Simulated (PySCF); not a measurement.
A run for PySCF: R-M06-2X/def2-TZVPPD on H2 (SMILES [H][H]) with ghost functions.

```python
from pyscf import gto, dft

mol = gto.M(
    atom='''
    H     0.01501223    0.41293252   -0.44022360
    H    -0.07755115   -0.19628376   -0.01959170
    ghost-O   -0.13700700   -1.17556318    2.71083942
    ghost-C    0.07182586   -0.16921500    3.32596971
    ghost-O    0.26794390    1.04274133    2.78356638
    ghost-H    0.13181194   -0.09965087    4.41960358
    ghost-H    0.20915333    0.94882520    1.81736999
    ''',
    basis='def2-tzvppd',
    charge=0, spin=0, verbose=4, max_memory=1800)
mf = dft.RKS(mol, xc='m062x').density_fit(auxbasis='def2-universal-jkfit')
mf.grids.level = 4
mf.conv_tol = 1e-9
mf.max_cycle = 150
mf.kernel()
mf.dip_moment()
```

The log:

```
PySCF version 2.14.0

[INPUT] verbose = 4
[INPUT] num. atoms = 7
[INPUT] num. electrons = 2
[INPUT] charge = 0
[INPUT] spin (= nelec alpha-beta = 2S) = 0
[INPUT] symmetry False subgroup None
[INPUT] Mole.unit = angstrom
[INPUT] Symbol           X                Y                Z      unit          X                Y                Z       unit  Magmom
[INPUT]  1 H      0.015012230000   0.412932520000  -0.440223600000 AA    0.028369003219   0.780329370726  -0.831902037570 Bohr   0.0
[INPUT]  2 H     -0.077551150000  -0.196283760000  -0.019591700000 AA   -0.146550434145  -0.370922549100  -0.037022947315 Bohr   0.0
[INPUT]  3 GHOST-O  -0.137007000000  -1.175563180000   2.710839420000 AA   -0.258905707148  -2.221492452323   5.122744071475 Bohr   0.0
[INPUT]  4 GHOST-C   0.071825860000  -0.169215000000   3.325969710000 AA    0.135731204061  -0.319770006168   6.285171850499 Bohr   0.0
[INPUT]  5 GHOST-O   0.267943900000   1.042741330000   2.783566380000 AA    0.506340587748   1.970495532465   5.260178107747 Bohr   0.0
[INPUT]  6 GHOST-H   0.131811940000  -0.099650870000   4.419603580000 AA    0.249088466548  -0.188312852375   8.351840345347 Bohr   0.0
[INPUT]  7 GHOST-H   0.209153330000   0.948825200000   1.817369990000 AA    0.395242511741   1.793019768086   3.434331548104 Bohr   0.0

nuclear repulsion = 0.709271490012856
number of shells = 69
number of NR pGTOs = 238
number of NR cGTOs = 185
basis = def2-tzvppd
ecp = {}


******** <class 'pyscf.df.df_jk.DFRKS'> ********
method = DFRKS
initial guess = minao
damping factor = 0
level_shift factor = 0
DIIS = <class 'pyscf.scf.diis.CDIIS'>
diis_start_cycle = 1
diis_space = 8
diis_damp = 0
SCF conv_tol = 1e-09
SCF conv_tol_grad = None
SCF max_cycles = 150
direct_scf = False
XC library pyscf.dft.libxc version 7.1.2
    S. Lehtola, C. Steigemann, M. J. T. Oliveira, and M. A. L. Marques,  SoftwareX 7, 1–5 (2018)
XC functionals = m062x
    Y. Zhao and D. G. Truhlar,  Theor. Chem. Acc. 120, 215 (2008)
    Y. Zhao and D. G. Truhlar,  Theor. Chem. Acc. 120, 215 (2008)
radial grids:
    Treutler-Ahlrichs [JCP 102, 346 (1995); DOI:10.1063/1.469408] (M4) radial grids

becke partition: Becke, JCP 88, 2547 (1988); DOI:10.1063/1.454033
pruning grids: <function nwchem_prune>
grids dens level: 4
symmetrized grids: False
atomic radii adjust function: <function treutler_atomic_radii_adjust>
small_rho_cutoff = 0
Set gradient conv threshold to 3.16228e-05
Initial guess from minao.
tot grids = 147960
******** <class 'pyscf.df.df.DF'> ********
auxbasis = def2-universal-jkfit
init E= -0.91139396454381
  HOMO = -0.492872666144427  LUMO = 0.0168006294833785  gap/eV = 13.86892
cycle= 1 E= -1.1687521249709  delta_E= -0.257  |g|= 0.0295  |ddm|= 0.59
  HOMO = -0.497246688553581  LUMO = 0.0218830293089017  gap/eV = 14.12624
cycle= 2 E= -1.1688693767267  delta_E= -0.000117  |g|= 0.00484  |ddm|= 0.067
  HOMO = -0.494786265994749  LUMO = 0.0226000667014086  gap/eV = 14.07880
cycle= 3 E= -1.16887227682282  delta_E= -2.9e-06  |g|= 0.000432  |ddm|= 0.00542
  HOMO = -0.495172608970459  LUMO = 0.0225827998378234  gap/eV = 14.08884
cycle= 4 E= -1.16887230402705  delta_E= -2.72e-08  |g|= 1.64e-05  |ddm|= 0.00035
  HOMO = -0.495162857852083  LUMO = 0.0225792865586286  gap/eV = 14.08848
cycle= 5 E= -1.16887230406968  delta_E= -4.26e-11  |g|= 6.71e-07  |ddm|= 3.43e-05
  HOMO = -0.495163417328234  LUMO = 0.0225784788804703  gap/eV = 14.08847
Extra cycle  E= -1.16887230406991  delta_E= -2.38e-13  |g|= 9.69e-08  |ddm|= 4.27e-06
converged SCF energy = -1.16887230406991
Dipole moment(X, Y, Z, Debye): -0.00005, -0.00009, -0.00070
```

Self-consistency was reached.

Cost: roughly 11 core-seconds.
